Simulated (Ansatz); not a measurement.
Frontier orbitals of C$_{6}$H$_{11}$ClO$_{2}$, SMILES `CCCOC(=O)CCCl`.

```xyz
20

C    -0.550    2.496   -2.597
C     0.249    1.853   -1.476
C    -0.470    0.657   -0.905
O     0.341    0.109    0.141
C    -0.150   -0.967    0.758
O    -1.204   -1.477    0.484
C     0.787   -1.450    1.832
C     0.236   -2.669    2.532
Cl    1.363   -3.222    3.796
H    -1.527    2.837   -2.245
H    -0.024    3.360   -3.006
H    -0.720    1.794   -3.417
H     0.429    2.576   -0.675
H     1.231    1.538   -1.842
H    -0.640   -0.113   -1.663
H    -1.445    0.930   -0.492
H     0.956   -0.635    2.541
H     1.758   -1.664    1.379
H     0.094   -3.497    1.840
H    -0.715   -2.457    3.015
```

The species carries charge 0 and has multiplicity 1. All single points use the PBE0-D4/def2-TZVP geometry. It is a higher conformer; a search finds a lower one. Basis def2-TZVPP, Ansatz.

Orbital energies of one run (eV). Highest occupied ones, from the top: -6.98, -7.43, -7.62, -7.85, -8.76, -8.86, -9.44, -9.51, -9.74, -10.29, -10.36, -10.79, -11.29, -11.39. Empty: -0.61, 0.04, 0.43, 0.81, 1.48, 1.63.

Task: Which functional gave them?
A. revPBE
B. CAM-B3LYP
C. BHLYP
D. B97M-V

Result: D. HOMO energies: B97M-V -6.98, BHLYP -9.61, CAM-B3LYP -9.58, revPBE -6.39 eV.
